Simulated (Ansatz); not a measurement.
Harmonic frequencies (cm⁻¹) at PBE0-D4/def2-TZVP from Ansatz: 5, 90, 122, 190, 215, 298, 334, 341, 457, 474, 815, 964, 974, 980, 990.

Each molecule was computed in one conformer, which needn't be the lowest.

Question: Which molecule is it?
A. `F[Si](F)(F)B(Cl)Cl`
B. `OB(O)Cl`
C. `OB(O)Br`
D. `[SiH3]B(Cl)Cl`

Answer: A.
